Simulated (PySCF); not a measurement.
Structure with atom numbers: `[F:1][SiH2:2][Si:3]([SiH3:4])([SiH3:5])[Cl:6]`. Each H is labelled by its parent atom.

Computed data (PySCF 2.14.0 with density-fitted response routines): σ from GIAO-PBE0/pcSseg-1, GFN2-xTB structure. No solvent, fast rotation and ring inversion assumed for equivalent nuclei, non-relativistic Hamiltonian, single conformer.

δ = σ(ref) − σ, references computed at the same level: 1H (σ = 31.72 ppm) and 29Si (σ = 349.16 ppm) vs TMS; 19F (σ = 170.95 ppm) vs CFCl3; 35Cl (σ = 949.78 ppm) vs HCl.

| atoms | nucleus | count | δ (ppm) |
| --- | --- | --- | --- |
| F1 | 19F | 1 | ? |
| Si3 | 29Si | 1 | -23.3 |
| Si2 | 29Si | 1 | 5.5 |
| Cl6 | 35Cl | 1 | ? |
| H(Si4)/H(Si5) | 1H | 6 | 3.88 |
| Si4/Si5 | 29Si | 2 | -102.9 |
| H(Si2) | 1H | 2 | 5.82 |

Estimate the values marked ?.

Answers


- F1: -252.3 ppm, fluorine bonded to Si
- Cl6: -132 ppm, chlorine bonded to Si

Unscaled 19F shifts against computed CFCl3 carry errors that often reach 10 to 50 ppm.
